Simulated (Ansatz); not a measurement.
Diatomic CdSe, multiplicity 3 (an upper state: multiplicity 1 came lower at CCSD(T)/def2-TZVPP on PBE0 minima). No spin–orbit coupling. Se is treated without relativity.

The constants come from a fifth-degree fit in 1/R (seven points, main isotopes). In def2 and cc sets the state is the lowest found near the PBE0 minimum, followed along R.

Run with Ansatz (Gaussian orbitals). Values without a source in brackets are computed. In def2 rows elements past Kr take small-core potentials, without spin–orbit coupling.

| level | r_e (Å) | ω_e (cm⁻¹) | B_e (cm⁻¹) | ω_e x_e (cm⁻¹) | dipole (D) |
|---|---|---|---|---|---|
| PBE/def2-TZVPP | 2.626 | 162 | 0.0521 | 0.88 | 1.88 |
| PBE0/def2-TZVPP | 2.589 | 177 | 0.0535 | 0.92 | 2.16 |
| wB97X-V/def2-TZVPP | 2.561 | 191 | 0.0547 | 0.92 | 2.42 |
| CCSD/def2-TZVPP | 2.589 | 176 | 0.0535 | 1.2 | - |
| CCSD(T)/def2-TZVPP | 2.590 | 174 | 0.0535 | 1.1 | - |

Correlated levels freeze the inner cores; with def2 sets outer-core shells near the valence are correlated too.

Ansatz is a program for electronic structure.
